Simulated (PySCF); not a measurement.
CH₃Si, charge +1, multiplicity 1.

```xyz
5

C      0.0000     0.0000    -1.0466
Si     0.0000     0.0000     0.7575
H      0.8912     0.5145    -1.4416
H     -0.8912     0.5145    -1.4416
H      0.0000    -1.0291    -1.4416
```
Charge +1, spin multiplicity 1.

Coordinates come from a PBE0-D3(BJ)/def2-TZVP optimisation. The multiplicity is an assumed one; other spin states were not compared. The isomer is the one that the SMILES or the coordinates give; other isomers of the formula were not compared.

Level of theory: PySCF with HF/pcSseg-2. Non-relativistic, no solvent.

**Question.** Give the absolute GIAO shielding of each atom: isotropic value and principal components (ppm). (The exact figures need the calculation; the answer reports its results.)

**Answer.** 
```tsv
atom	σ(iso)	σ11	σ22	σ33	span
C1	122.6	75.6	75.6	216.6	140.9
Si2	-446.7	-1098.6	-1098.6	857.2	1955.8
H3	29.4	27.2	29.4	31.4	4.2
H4	29.4	27.2	29.4	31.4	4.2
H5	29.4	27.2	29.4	31.4	4.2
```
